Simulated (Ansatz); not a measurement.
Start from `F[SiH2][O][GeH2][Cl]` and change one atom or group to get `O=CO[SiH2]F`.

Ansatz, PBE0-D4/def2-TZVP geometries, multiplicity 1. Each molecule was computed in one conformer, which needn't be the lowest.

Scalar relativity is left out up to krypton.

| property | `F[SiH2][O][GeH2][Cl]` |
| --- | --- |
| HOMO–LUMO gap (PBE/def2-TZVPP) / eV | 6.41 |
| HOMO energy (ωB97M-V/def2-TZVPP) / eV | -11.30 |
| HOMO–LUMO gap (PBE0/def2-TZVPP) / eV | 8.85 |
| size of the dipole moment (B3LYP/def2-TZVPP) / D | 1.93 |
| LUMO energy (PBE0/def2-TZVPP) / eV | -0.20 |
| HOMO–LUMO gap (ωB97M-V/def2-TZVPP) / eV | 13.04 |

(1) What does the change do to each property? (Best estimate.)

## Answers

(1) Ansatz gave: 
| property | `O=CO[SiH2]F` | shift |
| --- | --- | --- |
| HOMO–LUMO gap (PBE/def2-TZVPP) / eV | 5.26 | -1.15 |
| HOMO energy (ωB97M-V/def2-TZVPP) / eV | -11.24 | 0.06 |
| HOMO–LUMO gap (PBE0/def2-TZVPP) / eV | 8.09 | -0.76 |
| size of the dipole moment (B3LYP/def2-TZVPP) / D | 2.29 | 0.36 |
| LUMO energy (PBE0/def2-TZVPP) / eV | -0.70 | -0.50 |
| HOMO–LUMO gap (ωB97M-V/def2-TZVPP) / eV | 12.73 | -0.31 |

With PBE0 the HOMO rises by 0.25 eV and the LUMO falls by 0.50 eV, so the gap narrows by about 0.75 eV. PBE moves the HOMO by 0.49 eV and ωB97M-V by 0.06 eV. The zero-point energy changes by 5.4 kJ/mol with -3 modes. Dipoles are sizes alone; their direction can turn.

B3LYP here is the variant with VWN-RPA as its local correlation; programs differ in this.
